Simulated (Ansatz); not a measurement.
Two structures of SiNH7O2, closed shell, reached by relaxing down either side of one saddle point (PBE0-D4/def2-TZVP). Energies are electronic, without zero-point energy. Computed with Ansatz 0.2.0 (basis: def2-TZVPP and def2-QZVPP); correlated methods freeze the cores. Extrapolation: Hartree–Fock as exp(−7.88 √X), correlation as X^−2.97. First:

Si1  (-1.162, 0.528, 0.001)
N2  (-0.518, -1.071, 0.275)
H3  (-1.452, 0.539, -1.459)
H4  (-2.396, 0.828, 0.767)
O5  (-0.068, 1.638, 0.476)
H6  (1.393, -0.593, -0.096)
O7  (2.136, 0.039, -0.140)
H8  (-0.479, -1.403, 1.230)
H9  (-0.873, -1.807, -0.319)
H10  (0.850, 1.408, 0.248)
H11  (2.569, -0.106, -0.983)
(Å)

Second:

```
11
angstrom
Si -0.2213 0.5674 -0.4055
N -0.1775 -1.2501 0.7109
H -0.1609 1.8767 -1.1846
H -1.6609 0.2158 -0.5867
O 0.2145 1.1685 1.0935
H 0.7656 -1.3932 1.0532
O 0.8772 -0.2994 -1.3222
H -0.8052 -1.1972 1.5038
H -0.4320 -2.0357 0.1249
H 0.3765 2.1125 1.0515
H 1.2241 0.2347 -2.0388
```

**Question.** Which bonds change from the first to the second?

**Answer.** SiNH₅O ([NH2][SiH2][OH]) + H₂O → SiH₄O₂ ([OH][SiH2][OH]) + NH₃ (still joined by a long Si–N bond); bonds formed: Si1–O7, N2–H6; bonds broken: H6–O7; bonds weakened to dative contacts: Si1–N2.

**Question.** Give the saddle point's structure and its height above each. (To be estimated.)

**Answer.** Computed: 26.97 kcal/mol above the first and 33.19 kcal/mol above the second (CCSD(T) at an estimated basis limit (MP2 extrapolated from triple and quadruple zeta, plus CCSD(T) − MP2 in triple zeta)).
```xyz
11
angstrom
Si -0.5972 0.5409 -0.1482
N -0.2916 -1.2215 0.3933
H -0.6585 0.6030 -1.6342
H -2.0493 0.6324 0.2248
O -0.0555 1.7231 0.8556
H 0.8182 -0.9587 0.0209
O 1.4320 0.1013 -0.4127
H -0.4359 -1.3929 1.3811
H -0.7935 -1.9205 -0.1404
H 0.9016 1.8003 0.7840
H 1.7296 0.0926 -1.3241
```

T1 diagnostic: at most 0.012.

The step is the kind of ligand exchange by which a precursor binds to a hydroxyl group, or is hydrolysed, in atomic layer deposition of oxides.

Labels in which every atom is bracketed show which atoms are joined, not bond orders.

For scale, one of the runs: CCSD(T)/def2-TZVPP, 233 basis functions, launched by `ansatz run in.yaml --threads 4 --pin off --events-out ev --progress --plain --max-ram 9574MiB`. The run took 2.5 min on 4 CPU threads of an Arm Neoverse N1 (shared host), with 4.2 GiB of host memory at its peak.
